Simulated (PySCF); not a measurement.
One change to the structure, seen by NMR

Starting compound: `ClC[SiH2]c1ccccn1`, C$_{6}$H$_{8}$ClNSi.

$^{1}$H NMR (500 MHz, computed): δ 8.97 (d, 1H), 7.89 (m, 1H), 7.70 (d, 1H), 7.38 (m, 1H), 4.83 (t, 2H), 3.65 (t, 2H). $^{13}$C{$^{1}$H} NMR (computed): δ 167.3 (C), 155.5 (CH), 139.9 (CH), 136.3 (CH), 128.7 (CH), 29.6 (CH2).

- geometry from GFN2-xTB
- GIAO PBE0/pcSseg-1 shieldings
- run in PySCF 2.14
- single conformer, non-relativistic Hamiltonian, one averaged value for each set of equivalent atoms, no solvent

δ = σ(ref) − σ, references computed at the same level: $^{1}$H, $^{13}$C against TMS. Splittings of carbon signals by F and P are missing where no couplings were computed. Where no couplings were computed, multiplicities follow the n + 1 count of equivalent neighbours, and m marks all less simple cases (inequivalent or close neighbours, rings, F or P nearby). Shifts are as computed. Against solution values, carbons near 30 ppm lie about +3 ppm off and those near 130 ppm about +5 ppm; carbons on Cl a further +6 ppm. Of 1309 compounds with measured shifts, 239 miss one by over three times the rms of a fit or turn the order of signals round; such compounds aren't used in these exercises. Carbons bonded to Cl come out too deshielded.

Task: What are the spectra after this edit: Cl replaced by F, giving `FC[SiH2]c1ccccn1`?

Result: $^{1}$H NMR (500 MHz, computed): δ 8.93 (d, 1H), 7.89 (m, 1H), 7.74 (m, 1H), 7.38 (m, 1H), 5.60 (m, 2H), 4.96 (m, 2H). $^{13}$C{$^{1}$H} NMR (computed): δ 167.2 (C), 155.4 (CH), 139.9 (CH), 137.3 (CH), 128.7 (CH), 78.2 (CH2).

Task: What are the spectra after this edit: ring CH replaced by N, giving `ClC[SiH2]c1ncccn1`?

Result: $^{1}$H NMR (500 MHz, computed): δ 9.01 (d, 2H), 7.26 (t, 1H), 4.78 (t, 2H), 3.56 (t, 2H). $^{13}$C{$^{1}$H} NMR (computed): δ 182.3 (C), 161.5 (CH), 126.0 (CH), 29.7 (CH2).
